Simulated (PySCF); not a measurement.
## Spin states of BeS

Unrestricted PBE0; basis Be x2c-TZVPPall, S x2c-TZVPPall; spin-free X2C with a Gaussian nucleus; PySCF 2.14. Outer shells of the fragments: Be 2s2; S 3s2 3p4.

Followed along the bond (rough minima from three points):

```
2Ms+1  unpaired  ⟨S²⟩ at the start  R at minimum (Å)  Te (eV)
    1      none               0.00              1.74     0.00
    3  σ ↑, π ↑               2.00              1.93     0.61
    1  σ ↑, π ↓               1.01              1.93     0.65
```

Solutions found at the starting distance of 1.945 Å, counted from the lowest of them; the search is not exhaustive and high or unbound solutions are not listed, so other states can lie among these:

```
2Ms+1  unpaired   term  E (eV)  ⟨S²⟩  ⟨Lz²⟩  μ (D)
    1      none    ¹Σ⁺    0.00  0.00   0.00  -5.59
    3  σ ↑, π ↑     ³Π    0.21  2.00   1.01  -0.62
    1  σ ↑, π ↓  mixed    0.25  1.01   1.01  -0.61
    3      σ ↑↑    ³Σ⁺    1.97  2.01   0.00  -0.52
    3      π ↑↑  mixed    3.06  2.02   2.01  -2.68
    3      π ↑↑  mixed    3.35  2.02   2.01  -2.76
```

A term symbol is given only where ⟨S²⟩ and ⟨Lz²⟩ are close to those of a pure state; real π, δ and φ orbitals otherwise mix terms. A positive dipole means Be(−)S(+).

**Question.** Compare the gap between the two lowest followed solutions at the starting distance with the gap between their minima.

**Answer.** At PBE0 the second solution (triplet, unpaired electrons σ ↑, π ↑) lies +0.21 eV from the first (singlet, closed shell) at 1.945 Å and +0.61 eV at the minima; the two curves relax by different amounts, since their minima lie near 1.93 and 1.74 Å.

Counting both spins, an empty level lies below a filled one in some of these solutions, because spin and occupation are held.
